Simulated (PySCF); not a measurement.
**IrS₃⁺, singlet: computed properties**

These are results of PBE0 in PySCF with Ir def2-SVP with ECP60, S def2-SVP; scalar-relativistic core potentials, no spin–orbit coupling; density-fitted integrals, not measurements.

The structure is a minimum.

```xyz
4
charge 1 multiplicity 1, angstrom
Ir    0.0000    0.0000    0.0000
S     0.0005    0.0000    2.0600
S     1.7838    0.0000   -1.0304
S    -1.7843    0.0000   -1.0296
```

```json
{
 "Point group": "D3h",
 "Bond lengths": "Ir–S 2.060 Å (×3)",
 "Bond angles": "S–Ir–S 120.0° (×3)",
 "Entropy at 298.15 K and 1 bar": "324.5 J/(mol K)",
 "Enthalpy at 298.15 K above 0 K": "16.54 kJ/mol",
 "Highest occupied level": "-13.55 eV",
 "Rotational symmetry number": "6",
 "Principal quadrupole moments (Buckingham, traceless) about the centre of mass": "-9.82, 4.91, 4.91 D Å",
 "Rotational constants": "0.08283, 0.08283, 0.04142 cm⁻¹",
 "Zero-point energy": "12.6 kJ/mol",
 "Dipole moment about the centre of mass": "0.00 D",
 "Heat capacity Cp at 298.15 K": "71.2 J/(mol K)",
 "Lowest empty level": "-10.68 eV",
 "Principal polarisabilities": "41.0, 104.2, 104.2 bohr³"
}
```

Harmonic modes (masses in u: Ir 192.963, S 31.972):
| symmetry | ω (cm⁻¹) | IR (km/mol, summed over degenerate members) | μ (u) | type |
| --- | --- | --- | --- | --- |
| a2'' | 95 | 3.4 | 44.22 | bend |
| e' | 167 | 13.8 | 35.43 | bend |
| a1' | 557 | 0.0 | 31.97 | stretch |
| e' | 561 | 17.0 | 38.97 | stretch |

In D3h the vibrations span a2'' + 2e' + a1'. The a1' mode carries no infrared intensity, as symmetry demands.

Charges (e):
| atom | Mulliken | Löwdin | polar tensor | Mayer order to Ir1 |
| --- | --- | --- | --- | --- |
| Ir1 | 0.38 | -0.58 | 0.64 | – |
| S2,3,4 | 0.21 | 0.53 | 0.12 | 1.73 |
Other Mayer orders above 0.3: S–S 0.51 (×3).

Mulliken populations on Ir1 (electrons outside its core potential): s 2.82, p 6.29, d 7.45, f 0.06.

Outer orbital energies (eV). occupied: -17.77, -17.22, -17.22, -14.69, -14.66, -14.66, -14.28, -13.55; empty: -10.68, -10.68, -9.07, -9.07.

Formally Ir is in oxidation state +7, d2, with 0 unpaired electrons (the high-spin count would be 2). The polar-tensor charge on Ir, 0.64, is far below the formal one.

Other isomers or separated fragments may lie lower. No spin–orbit coupling is included, which matters more the heavier the element.

The final relaxation and frequency run took about 50 core-seconds on a shared host.
